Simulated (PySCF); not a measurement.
Species: C4H7O3 (doublet state).
Numbering: `[CH3:1][O:2][CH2:3][CH2:4][C:5]([O:6])=[O:7]` (hydrogens: H8, H9, H10 on C1; H11, H12 on C3; H13, H14 on C4)

Computed geometry: GFN2-xTB, gas phase. This method treats the open shell by occupation alone, without spin polarisation.

(1) What internal coordinates does the optimisation give?

## Answers

(1) 
```
          bond  length (pm)          order
         C1–O2        140.7         single
         O2–C3        140.0         single
         C3–C4        149.1         single
         C4–C5        180.6         single
  C5–O6, C5=O7        118.7  single/double
         C1–H8        109.7         single
 C1–H9, C1–H10        109.2         single
C3–H11, C3–H12        110.6         single
C4–H13, C4–H14        108.3         single
```

Bonds in one row agree within 1 pm and their mean is given. Orders are formal, as drawn. A selection of angles:
```
     angle  degrees
  O2–C1–H8    111.3
  O2–C1–H9    106.3
  H8–C1–H9    109.4
  C1–O2–C3    114.0
  O2–C3–C4    110.7
 O2–C3–H11    111.1
 O2–C3–H12    109.8
 C4–C3–H11    111.0
 C4–C3–H12    107.4
H11–C3–H12    106.6
  C3–C4–C5    108.6
 C3–C4–H13    114.4
 C5–C4–H13    100.7
 C5–C4–H14    103.7
H13–C4–H14    114.4
  C4–C5–O6    106.2
  C4–C5–O7    107.5
  O6–C5–O7    146.2
```

Dihedral angles: C1–O2–C3–C4 -169° (antiperiplanar); O2–C3–C4–C5 83° (synclinal); C3–C4–C5–O6 -127° (anticlinal). The mirror-image conformer, all signs reversed, is as good.

The 4 C–O bonds span 1.187 Å (C5–O6, drawn single in a drawing that doesn't fit all lengths) to 1.407 Å (C1–O2, drawn single in a drawing that doesn't fit all lengths), a spread of 0.220 Å. The C–C distances run from 1.491 Å (C3–C4, drawn single in a drawing that doesn't fit all lengths) to 1.806 Å (C4–C5, drawn single in a drawing that doesn't fit all lengths), a spread of 0.315 Å. Of the pairs four or more bonds apart, O7···H11 is among the closest relative to their van der Waals radii: 2.46 Å, 91 % of the sum of Bondi's values. C5 (carbon bonded to C and 2 O) is planar (angles 146.2°, 107.5° and 106.2°, sum 360.0°, 0.01 Å off the plane of its three neighbours).

Point group: C1 (no symmetry element, even within 0.4 Å). Whether it is a minimum is left open (no frequencies).
